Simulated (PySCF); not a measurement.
**Distorted geometries of WF4**

WF4 (singlet). PySCF 2.14.0, RKS PBE0, W def2-SVP with ECP60, F def2-SVP; non-relativistic Hamiltonian with scalar-relativistic core potentials where named; density fitting; no spin-orbit coupling. Relaxed geometry:

```xyz
5

W     0.0000    0.0000    0.0000
F     1.7980    0.0000    0.3536
F     0.0000    1.7980   -0.3536
F    -1.7980    0.0000    0.3536
F     0.0000   -1.7980   -0.3536
```

**Question.** Order these distorted geometries by energy above the relaxed one, lowest first.
A.
```xyz
5

W     0.1253   -0.0018   -0.1368
F     1.9106    0.0792    0.3032
F    -0.0734    1.6612   -0.4004
F    -2.0172    0.1784    0.6005
F     0.0546   -1.9170   -0.3665
```
B.
```xyz
5

W     0.0229   -0.0143   -0.0262
F     1.7617    0.0469    0.3872
F    -0.0154    1.7548   -0.3469
F    -1.8204   -0.0317    0.3305
F     0.0512   -1.7557   -0.3447
```
C.
```xyz
5

W    -0.1173   -0.0748    0.0871
F     1.8268   -0.0243    0.2016
F    -0.2084    1.8905   -0.1708
F    -1.7539    0.1013    0.2592
F     0.2529   -1.8928   -0.3771
```

**Answer.** B (0.17 eV), C (1.64 eV), A (2.30 eV).

**Question.** Which forces (eV/Å) act in the one that lies 1.64 eV up?

**Answer.** 
```
W   12.62  0.55 -2.36
F   -2.58  0.67  0.12
F    0.77 -3.31  0.46
F   -9.40  0.03  1.15
F   -1.42  2.06  0.62
```
Forces carry noise of the integration grid, about 0.01 to 0.03 eV/Å.
